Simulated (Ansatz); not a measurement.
Ansatz (a first-principles code) input (B3LYP-D3(BJ)/def2-TZVP):

Ansatz 0.2 input:
```yaml
crystal:
  periodic: [false, false, false]
  atoms:
    - {symbol: C, position_ang: [-0.00000000, -0.00000000, -1.28727519]}
    - {symbol: C, position_ang: [0.00000000, 0.00000000, 0.00000000]}
    - {symbol: C, position_ang: [0.00000000, 0.00000000, 1.28727519]}
basis:
  gaussian:
    orbitals: def2-TZVP
hamiltonian:
  xc: b3lyp
  dispersion: d3bj
phonons: {temperatures: {t_min: 298.15, t_max: 298.15, t_step: 100}}
```

Output:

```
Functional definition: B3LYP
integrals: 0.01 GiB planned
540 factors; their error is unknown
mean field: 0.20 GiB planned
mean field evaluation 1: about -3101.3253 eV, gradient 3.8e1 eV
mean field evaluation 2: about -3100.2192 eV, gradient 4.2e1 eV
mean field evaluation 4: about -3104.5118 eV, gradient 8.6e-1 eV
mean field evaluation 8: about -3104.5166 eV, gradient 9.5e-4 eV
mean field -3104.51664539 eV, -114.0888824010 hartree, gradient 4.0e-6 eV, S^2 0.000000; 0 other end points of the search recorded, 0 dependent functions left out
the calculation of the forces begins
reference -3104.51683214 eV, -114.0888892640 hartree; 9, 9 occupied and 84, 84 virtual orbitals, 540 factors
these checks for a lower state are left out or cut short: stability, starts, cluster_reference, orbital_swaps, neighbouring_geometries, increment
integrals: 0.01 GiB planned
540 factors; their error is unknown
mean field: 0.20 GiB planned
mean field evaluation 16: about -3104.5135 eV, gradient 4.3e-1 eV
mean field -3104.51664505 eV, -114.0888823885 hartree, gradient 7.4e-7 eV, S^2 0.000000; 0 other end points of the search recorded, 0 dependent functions left out
the calculation of the forces begins
reference -3104.51683180 eV, -114.0888892515 hartree; 9, 9 occupied and 84, 84 virtual orbitals, 540 factors
these checks for a lower state are left out or cut short: stability, starts, cluster_reference, orbital_swaps, neighbouring_geometries, increment
integrals: 0.01 GiB planned
540 factors; their error is unknown
mean field: 0.20 GiB planned
mean field -3104.51664505 eV, -114.0888823885 hartree, gradient 7.4e-7 eV, S^2 0.000000; 0 other end points of the search recorded, 0 dependent functions left out
the calculation of the forces begins
reference -3104.51683180 eV, -114.0888892515 hartree; 9, 9 occupied and 84, 84 virtual orbitals, 540 factors
these checks for a lower state are left out or cut short: stability, starts, cluster_reference, orbital_swaps, neighbouring_geometries, increment
integrals: 0.01 GiB planned
540 factors; their error is unknown
mean field: 0.20 GiB planned
mean field evaluation 32: about -3104.5135 eV, gradient 4.3e-1 eV
mean field -3104.51664505 eV, -114.0888823885 hartree, gradient 7.4e-7 eV, S^2 0.000000; 0 other end points of the search recorded, 0 dependent functions left out
the calculation of the forces begins
reference -3104.51683180 eV, -114.0888892515 hartree; 9, 9 occupied and 84, 84 virtual orbitals, 540 factors
these checks for a lower state are left out or cut short: stability, starts, cluster_reference, orbital_swaps, neighbouring_geometries, increment
integrals: 0.01 GiB planned
540 factors; their error is unknown
mean field: 0.20 GiB planned
mean field -3104.51664505 eV, -114.0888823885 hartree, gradient 7.4e-7 eV, S^2 0.000000; 0 other end points of the search recorded, 0 dependent functions left out
the calculation of the forces begins
reference -3104.51683180 eV, -114.0888892515 hartree; 9, 9 occupied and 84, 84 virtual orbitals, 540 factors
these checks for a lower state are left out or cut short: stability, starts, cluster_reference, orbital_swaps, neighbouring_geometries, increment
integrals: 0.01 GiB planned
540 factors; their error is unknown
mean field: 0.20 GiB planned
mean field -3104.51641149 eV, -114.0888738055 hartree, gradient 7.4e-7 eV, S^2 0.000000; 0 other end points of the search recorded, 0 dependent functions left out
the calculation of the forces begins
reference -3104.51659824 eV, -114.0888806685 hartree; 9, 9 occupied and 84, 84 virtual orbitals, 540 factors
these checks for a lower state are left out or cut short: stability, starts, cluster_reference, orbital_swaps, neighbouring_geometries, increment
integrals: 0.01 GiB planned
540 factors; their error is unknown
mean field: 0.20 GiB planned
mean field -3104.51645425 eV, -114.0888753767 hartree, gradient 7.4e-7 eV, S^2 0.000000; 0 other end points of the search recorded, 0 dependent functions left out
the calculation of the forces begins
reference -3104.51664100 eV, -114.0888822398 hartree; 9, 9 occupied and 84, 84 virtual orbitals, 540 factors
these checks for a lower state are left out or cut short: stability, starts, cluster_reference, orbital_swaps, neighbouring_geometries, increment
integrals: 0.01 GiB planned
540 factors; their error is unknown
mean field: 0.20 GiB planned
mean field evaluation 64: about -3104.5134 eV, gradient 4.3e-1 eV
mean field -3104.51664399 eV, -114.0888823495 hartree, gradient 7.9e-7 eV, S^2 0.000000; 0 other end points of the search recorded, 0 dependent functions left out
the calculation of the forces begins
reference -3104.51683074 eV, -114.0888892125 hartree; 9, 9 occupied and 84, 84 virtual orbitals, 540 factors
these checks for a lower state are left out or cut short: stability, starts, cluster_reference, orbital_swaps, neighbouring_geometries, increment
integrals: 0.01 GiB planned
540 factors; their error is unknown
mean field: 0.20 GiB planned
mean field -3104.51664399 eV, -114.0888823495 hartree, gradient 2.9e-6 eV, S^2 0.000000; 0 other end points of the search recorded, 0 dependent functions left out
the calculation of the forces begins
reference -3104.51683074 eV, -114.0888892125 hartree; 9, 9 occupied and 84, 84 virtual orbitals, 540 factors
these checks for a lower state are left out or cut short: stability, starts, cluster_reference, orbital_swaps, neighbouring_geometries, increment
integrals: 0.01 GiB planned
540 factors; their error is unknown
mean field: 0.20 GiB planned
mean field -3104.51664399 eV, -114.0888823495 hartree, gradient 7.4e-7 eV, S^2 0.000000; 0 other end points of the search recorded, 0 dependent functions left out
the calculation of the forces begins
reference -3104.51683074 eV, -114.0888892125 hartree; 9, 9 occupied and 84, 84 virtual orbitals, 540 factors
these checks for a lower state are left out or cut short: stability, starts, cluster_reference, orbital_swaps, neighbouring_geometries, increment
integrals: 0.01 GiB planned
540 factors; their error is unknown
mean field: 0.20 GiB planned
mean field -3104.51664399 eV, -114.0888823495 hartree, gradient 2.1e-6 eV, S^2 0.000000; 0 other end points of the search recorded, 0 dependent functions left out
the calculation of the forces begins
reference -3104.51683074 eV, -114.0888892125 hartree; 9, 9 occupied and 84, 84 virtual orbitals, 540 factors
these checks for a lower state are left out or cut short: stability, starts, cluster_reference, orbital_swaps, neighbouring_geometries, increment
integrals: 0.01 GiB planned
540 factors; their error is unknown
mean field: 0.20 GiB planned
mean field evaluation 96: about -3104.5130 eV, gradient 4.7e-1 eV
mean field -3104.51622170 eV, -114.0888668307 hartree, gradient 7.4e-7 eV, S^2 0.000000; 0 other end points of the search recorded, 0 dependent functions left out
the calculation of the forces begins
reference -3104.51640845 eV, -114.0888736938 hartree; 9, 9 occupied and 84, 84 virtual orbitals, 540 factors
these checks for a lower state are left out or cut short: stability, starts, cluster_reference, orbital_swaps, neighbouring_geometries, increment
integrals: 0.01 GiB planned
540 factors; their error is unknown
mean field: 0.20 GiB planned
mean field -3104.51622170 eV, -114.0888668307 hartree, gradient 7.4e-7 eV, S^2 0.000000; 0 other end points of the search recorded, 0 dependent functions left out
the calculation of the forces begins
reference -3104.51640845 eV, -114.0888736938 hartree; 9, 9 occupied and 84, 84 virtual orbitals, 540 factors
Total energy: -3104.60377453 eV, -114.0920843381 hartree
Atom 0 at    -0.000000    -0.000000    -1.287275 Å, force    -0.000000     0.000000     0.000279 eV/Å
Atom 1 at     0.000000     0.000000     0.000000 Å, force     0.000000    -0.000000     0.000000 eV/Å
Atom 2 at     0.000000     0.000000     1.287275 Å, force    -0.000000     0.000000    -0.000279 eV/Å
Dipole moment:     0.000000     0.000000     0.000000 e Å
Vibrations: 123.44 123.44 1243.10 2145.81 cm⁻¹, zero-point energy 0.225390 eV
```
